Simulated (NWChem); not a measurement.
Molecule: InSiH3F2; SMILES [F][In]([F])[SiH3]

Computed with NWChem. The geometry was optimised at PBE0/def2-SVP. def2 effective core potentials on In; no spin-orbit coupling.

For level PBE0/STO-3G (all-electron, non-relativistic):

```yaml
highest occupied level (eV): -3.60
orbital gap (eV): 6.24
dipole (D): 1.08
```

Q: How do the values read with level PBE0/def2-SVP (core potentials) instead?

A: 
| Item | Value |
|---|---|
| highest occupied level (eV) | -8.80 |
| orbital gap (eV) | 6.95 |
| dipole (D) | 4.62 |
